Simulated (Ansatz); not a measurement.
Ansatz (a first-principles code) input:

Ansatz 0.2 input:
```yaml
crystal:
  periodic: [false, false, false]
  atoms:
    - {symbol: O, position_ang: [1.02858316, -0.27953855, 0.00753346]}
    - {symbol: O, position_ang: [-0.22104012, 0.46923267, -0.01540537]}
    - {symbol: H, position_ang: [-0.85729349, -0.25307566, -0.00122548]}
basis:
  gaussian:
    orbitals: def2-TZVP
hamiltonian:
  xc: b3lyp
  dispersion: d3bj
total_charge: -1
relax: {f_tol: 0.002, max_steps: 150}
```

Which total energy does the run end on?

-150.99835 Eh (B3LYP-D3(BJ)/def2-TZVP). The basis has 68 functions.
